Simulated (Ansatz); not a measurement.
System: B$_{2}$F$_{3}$, charge 0, doublet. B2F3 (SMILES F[B]B(F)F, doublet).
B3LYP-D3(BJ)/def2-TZVP minimum from Ansatz (an electronic-structure program):
```
B
F 1 1.3291
F 1 1.3291 2 117.62
B 1 1.6631 2 120.74 3 -169.25
F 4 1.2931 1 141.53 2 -95.54
```
Charge 0, spin multiplicity 2.

Total energies in cc-pVDZ, 27 correlated electrons, 5 frozen orbitals. Radicals and triplets start from unrestricted determinants; spin-orbit coupling is neglected. Cores are frozen in correlated methods. No relativity.

| method | program | energy (Eh) | minus CCSDT(Q) (mEh) |
|---|---|---|---|
| HF | Ansatz | -347.80102 | 723.35 |
| MP2 | Ansatz | -348.49020 | 34.17 |
| CCSD | Ansatz | -348.50728 | 17.09 |
| CCSD(T) | Ansatz | -348.52185 | 2.52 |
| CCSDT(Q) | Ansatz | -348.52437 | 0.00 |

Rough core times of Ansatz's runs on a shared machine: CCSD(T) under 20 s, CCSDT(Q) 20 min.
